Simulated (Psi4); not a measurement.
H₂OSeTe (SMILES O[Te][SeH]), singlet, geometry from GFN2-xTB (core potentials on Te); Psi4 with PBE/def2-TZVPP.

The Psi4 input:
```
memory 2 GB

molecule {
0 1
Te    0.88344558   -0.15607863    0.08463184
O     0.33076046   -1.91671802    0.81653774
H     0.14735039   -2.55474123    0.12604321
Se   -1.38318607    0.72753909   -0.35329353
H    -1.70427787    1.26824476    0.95277915
}

set {
  basis def2-tzvpp
}

energy('pbe')
print_variables()
```

The log (banner, timings and long lists left out):

```
   => Loading Basis Set <=

    Name: DEF2-TZVPP
    Role: ORBITAL
    Keyword: BASIS

    !!!  WARNING: ECP capability is in beta. Please check occupations closely.  !!!

         ---------------------------------------------------------
                                   SCF
               by Justin Turney, Rob Parrish, Andy Simmonett
                          and Daniel G. A. Smith
                              RKS Reference
         ---------------------------------------------------------

  ==> Geometry <==

    Molecular point group: c1
    Full point group: C1

    Geometry (in Angstrom), charge = 0, multiplicity = 1:

       Center              X                  Y                   Z               Mass
    ------------   -----------------  -----------------  -----------------  -----------------
         TE           0.848564668860    -0.182029637187     0.098203480728   129.906222748000
         O            0.295879548860    -1.942669027187     0.830109380728    15.994914619570
         H            0.112469478860    -2.580692237187     0.139614850728     1.007825032230
         SE          -1.418066981140     0.701588082813    -0.339721889272    79.916521800000
         H           -1.739158781140     1.242293752813     0.966350790728     1.007825032230

  Running in c1 symmetry.

  Rotational constants: A =      0.28036  B =      0.05017  C =      0.04315 [cm^-1]
  Rotational constants: A =   8404.94620  B =   1503.92216  C =   1293.49457 [MHz]
  Nuclear repulsion =  300.874608360241098

  Charge       = 0
  Multiplicity = 1
  Electrons    = 68
  Nalpha       = 34
  Nbeta        = 34

  ==> Algorithm <==

  SCF Algorithm Type is DF.
  DIIS enabled.
  MOM disabled.
  Fractional occupation disabled.
  Guess Type is SAD.
  Energy threshold   = 1.00e-06
  Density threshold  = 1.00e-06
  Integral threshold = 1.00e-12

  ==> Primary Basis <==

  Basis Set: DEF2-TZVPP
    Blend: DEF2-TZVPP
    Number of shells: 55
    Number of basis functions: 157
    Number of Cartesian functions: 180
    Spherical Harmonics?: true
    Max angular momentum: 3

  Core potential: DEF2-TZVPP
    Number of shells: 4
    Number of ECP primitives: 18
    Number of ECP core electrons: 28
    Max angular momentum: 3

  ==> DFT Potential <==

   => LibXC <=

    Version 7.1.2
    S. Lehtola, C. Steigemann, M. J. T. Oliveira, and M. A. L. Marques,  SoftwareX 7, 1–5 (2018) (10.1016/j.softx.2017.11.002)

   => Composite Functional: PBE <=

[...]
   @DF-RKS iter   7: -2745.61558010181125   -6.88288e-03   3.29602e-04 ADIIS/DIIS
   @DF-RKS iter   8: -2745.61679900623176   -1.21890e-03   7.39838e-05 DIIS
   @DF-RKS iter   9: -2745.61683182434717   -3.28181e-05   4.50920e-05 DIIS
   @DF-RKS iter  10: -2745.61685225974088   -2.04354e-05   7.85874e-06 DIIS
   @DF-RKS iter  11: -2745.61685294403424   -6.84293e-07   2.60936e-06 DIIS
   @DF-RKS iter  12: -2745.61685300315366   -5.91194e-08   8.74643e-07 DIIS
  Energy and wave function converged.

  ==> Post-Iterations <==

   Electrons on quadrature grid:
      Ntotal   =   68.0000188955 ; deviation = 1.890e-05

    Orbital Energies [Eh]
    ---------------------

    Doubly Occupied:

[...]
      34A     -0.198491

    Virtual:

[...]
    Final Occupation by Irrep:
              A
    DOCC [    34 ]
    NA   [    34 ]
    NB   [    34 ]

  @DF-RKS Final Energy: -2745.61685300315366

   => Energetics <=

    Nuclear Repulsion Energy =            300.8746083602410977
    One-Electron Energy =               -4515.5596032578068844
    Two-Electron Energy =                1585.8779832290776994
    DFT Exchange-Correlation Energy =    -116.8098413346650517
    Empirical Dispersion Energy =           0.0000000000000000
    VV10 Nonlocal Energy =                  0.0000000000000000
    Total Energy =                      -2745.6168530031536648

Computation Completed

Properties will be evaluated at   0.000000,   0.000000,   0.000000 [a0]

Properties computed using the SCF density matrix

 Multipole Moments:

 ------------------------------------------------------------------------------------
     Multipole            Electronic (a.u.)      Nuclear  (a.u.)        Total (a.u.)
 ------------------------------------------------------------------------------------

 L = 1.  Multiply by 2.5417464519 to convert [e a0] to [Debye]
 Dipole X            :         51.3205033          -51.2274105            0.0930928
 Dipole Y            :         -4.8667010            4.9237434            0.0570424
 Dipole Z            :          2.4417835           -2.7340936           -0.2923101
 Magnitude           :                                                    0.3120341

 ------------------------------------------------------------------------------------

  Variable Map:
  ----------------------------------------------------------------------------
[...]
  Array Variable Map:
  ----------------------------------------------------------------------------
[...]
[...]
```
